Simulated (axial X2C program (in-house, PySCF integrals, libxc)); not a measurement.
## Excited states of CdTe by EOM-EE-CCSD

Computed with an in-house all-electron X2C program for linear molecules (integrals from PySCF): two-component X2C with atomic mean-field Coulomb and Gaunt terms, Gaussian nuclei, basis Te dyall-acv3z, Cd dyall-acv3z with contracted cores.

R = 2.795 Å (near the PBE0 minimum at charge 0 of the determinant lowest at the starting distance; the state shown can have its own minimum elsewhere, which is not the closed-shell reference).

Vertical excitation energies from the closed-shell determinant state of CdTe:

```tsv
Ω	excitation (eV)	cm⁻¹	hole of the leading pair	particle of the leading pair	weight of the pair (for Ω = 0 its time-reversed partner can hold as much again)	singles weight
2	0.084	675	89% Te pπ	38% Te pσ, 23% Cd pσ, 20% Cd sσ	0.90	0.91
1	0.150	1206	89% Te pπ	37% Te pσ, 24% Cd pσ, 20% Cd sσ	0.77	0.93
0⁻	0.403	3252	77% Te pπ, 8% Cd sσ	37% Te pσ, 25% Cd pσ, 20% Cd sσ	0.47	0.95
1	0.682	5501	75% Te pπ, 11% Cd sσ	35% Te pσ, 28% Cd pσ, 20% Cd sσ	0.78	0.93
0⁺	0.738	5955	80% Te pπ	38% Te pσ, 22% Cd pσ, 20% Cd sσ	0.44	0.89
0⁻	2.195	17705	45% Te pσ, 43% Cd sσ	34% Te pσ, 29% Cd pσ, 19% Cd sσ	0.45	0.94
1	2.252	18160	46% Te pσ, 41% Cd sσ	34% Te pσ, 29% Cd pσ, 20% Cd sσ	0.88	0.93
0⁺	3.341	26946	49% Cd sσ, 41% Te pσ	34% Te pσ, 23% Cd pσ, 20% Cd sσ	0.22	0.87
1	3.430	27663	89% Te pπ	76% Cd pπ, 10% Te dπ, 6% Te pπ	0.79	0.85
0⁻	3.475	28025	89% Te pπ	75% Cd pπ, 12% Te dπ, 6% Te pπ	0.39	0.87
3	3.496	28198	89% Te pπ	75% Cd pπ, 12% Te dπ, 6% Te pπ	0.86	0.86
2	3.501	28237	89% Te pπ	76% Cd pπ, 10% Te dπ, 6% Cd dπ	0.84	0.85
```

This point took 92 s on 1 thread of Arm Neoverse V1 (shared host).

Reference electrons by ω block (each with its −ω partner): 1/2: 31, 3/2: 15, 5/2: 4. 18 electrons of CdTe correlated (inner shells frozen), 84 natural virtual spinors (a truncated set); levels can be off by some tenths of an eV. Roots sought by Ω: (0: 5, 1: 4, 2: 3, 3: 1); rows need 60 % singles weight and stop where some Ω has no more roots. Missing are any skipped roots, higher Ω and states of a further excitation; these come out far too high here and may in truth be low or lowest. T1 of the reference 0.029 (Lee–Taylor). Number of frozen shells: Te 4 s, 3 p, 2 d; Cd 4 s, 3 p, 1 d. The closed-shell reference lies 0.11 eV above the lowest PBE0 determinant. Large amplitudes in the reference (orbital relaxation or multireference character) lower the reliability.
